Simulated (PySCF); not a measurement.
# Spinor energies of Cs (caesium, neutral)

Start: [Xe] 6s1; 6s1/2 filled at m_j = +1/2. Calculated with PySCF 2.14 in x2c-TZVPall-2c (11s11p9d1f, 96 functions): generalised Hartree-Fock with the X2C-1e Hamiltonian and a Gaussian nucleus; one run each with spin-orbit coupling (SO) switched off, then screened by Boettger's factors.

```json
{"spinor shell": "1s1/2", "electrons": "2", "ε, spin-free (eV)": "-36159.6", "ε, screened SO (eV)": "-36155.5", "weight of nominal j (screened SO)": "1.000", "rms radius, screened SO (bohr)": "0.0298"}
{"spinor shell": "2s1/2", "electrons": "2", "ε, spin-free (eV)": "-5776.3", "ε, screened SO (eV)": "-5775.1", "weight of nominal j (screened SO)": "1.000", "rms radius, screened SO (bohr)": "0.121"}
{"spinor shell": "2p1/2", "electrons": "2", "ε, spin-free (eV)": "-5174.6", "ε, screened SO (eV)": "-5420.3", "weight of nominal j (screened SO)": "1.000", "rms radius, screened SO (bohr)": "0.105"}
{"spinor shell": "2p3/2", "electrons": "4", "ε, spin-free (eV)": "-5174.6", "ε, screened SO (eV)": "-5064.9", "weight of nominal j (screened SO)": "1.000", "rms radius, screened SO (bohr)": "0.110"}
{"spinor shell": "3s1/2", "electrons": "2", "ε, spin-free (eV)": "-1245.5", "ε, screened SO (eV)": "-1245.1", "weight of nominal j (screened SO)": "1.000", "rms radius, screened SO (bohr)": "0.318"}
{"spinor shell": "3p1/2", "electrons": "2", "ε, spin-free (eV)": "-1047.3", "ε, screened SO (eV)": "-1095.6", "weight of nominal j (screened SO)": "1.000", "rms radius, screened SO (bohr)": "0.310"}
{"spinor shell": "3p3/2", "electrons": "4", "ε, spin-free (eV)": "-1047.3", "ε, screened SO (eV)": "-1025.5", "weight of nominal j (screened SO)": "1.000", "rms radius, screened SO (bohr)": "0.322"}
{"spinor shell": "3d3/2", "electrons": "4", "ε, spin-free (eV)": "-756.70", "ε, screened SO (eV)": "-765.26", "weight of nominal j (screened SO)": "1.000", "rms radius, screened SO (bohr)": "0.294"}
{"spinor shell": "4s1/2", "electrons": "2", "ε, spin-free (eV)": "-253.81", "ε, screened SO (eV)": "-253.71", "weight of nominal j (screened SO)": "1.000", "rms radius, screened SO (bohr)": "0.738"}
{"spinor shell": "4p1/2", "electrons": "2", "ε, spin-free (eV)": "-187.74", "ε, screened SO (eV)": "-197.65", "weight of nominal j (screened SO)": "1.000", "rms radius, screened SO (bohr)": "0.770"}
{"spinor shell": "4p3/2", "electrons": "4", "ε, spin-free (eV)": "-187.74", "ε, screened SO (eV)": "-183.23", "weight of nominal j (screened SO)": "1.000", "rms radius, screened SO (bohr)": "0.796"}
{"spinor shell": "4d3/2", "electrons": "4", "ε, spin-free (eV)": "-88.465", "ε, screened SO (eV)": "-89.880", "weight of nominal j (screened SO)": "1.000", "rms radius, screened SO (bohr)": "0.896"}
{"spinor shell": "4d5/2", "electrons": "6", "ε, spin-free (eV)": "-88.465", "ε, screened SO (eV)": "-87.430", "weight of nominal j (screened SO)": "1.000", "rms radius, screened SO (bohr)": "0.907"}
{"spinor shell": "5s1/2", "electrons": "2", "ε, spin-free (eV)": "-35.619", "ε, screened SO (eV)": "-35.604", "weight of nominal j (screened SO)": "1.000", "rms radius, screened SO (bohr)": "1.88"}
{"spinor shell": "5p1/2", "electrons": "2", "ε, spin-free (eV)": "-18.505", "ε, screened SO (eV)": "-19.773", "weight of nominal j (screened SO)": "1.000", "rms radius, screened SO (bohr)": "2.17"}
{"spinor shell": "5p3/2", "electrons": "4", "ε, spin-free (eV)": "-18.505", "ε, screened SO (eV)": "-17.930", "weight of nominal j (screened SO)": "1.000", "rms radius, screened SO (bohr)": "2.26"}
{"spinor shell": "6s1/2", "electrons": "1", "ε, spin-free (eV)": "-3.494", "ε, screened SO (eV)": "-3.495", "weight of nominal j (screened SO)": "1.000", "rms radius, screened SO (bohr)": "6.43"}
```

(1) Where does 3d5/2 lie, and what is the 3d spin-orbit splitting (screened SO)?

```json
{"quantity": "E (hartree)", "spin-free": "-7781.80869", "screened SO": "-7784.53742"}
{"quantity": "M_J", "spin-free": "1/2", "screened SO": "1/2"}
{"quantity": "⟨J²⟩", "spin-free": "0.751", "screened SO": "0.751"}
{"quantity": "⟨L²⟩", "spin-free": "0.000", "screened SO": "0.035"}
{"quantity": "⟨S²⟩", "spin-free": "0.751", "screened SO": "0.786"}
```

Breit and QED terms are absent; they matter most for the inner s and p1/2 levels.

Densities and radii are taken from the X2C orbitals without a picture-change correction, which distorts them close to the nucleus.

Without spin-orbit coupling the j labels of p, d and f shells carry no meaning; the spin-free column gives the mean over the occupied spinors of each nl shell.

Results:

(1) At -750.61 eV, 14.654 eV above 3d3/2.
